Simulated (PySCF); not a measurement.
## Electron correlation in Se (selenium, neutral)

[Ar] 3d10 4s1 4p5, high-spin 3P determinant (an excited configuration). Computed with PySCF 2.14 in aug-cc-pVDZ-DK, with scalar relativity by spin-free X2C-1e. Frozen: [Ar] 3d10; 6 electrons correlated.

MP2 pair energies summed by pair of shells (mhartree):

| pair | energy | share (%) |
| --- | --- | --- |
| 4p-4p | -101.03 | 91.6 |
| 4s-4p | -9.21 | 8.4 |

Total MP2 correlation energy: -110.24 mhartree.

Same-spin part -20.86 and opposite-spin part -89.38 mhartree; SCS-MP2 scales them by 1/3 and 6/5 to -114.21 mhartree.
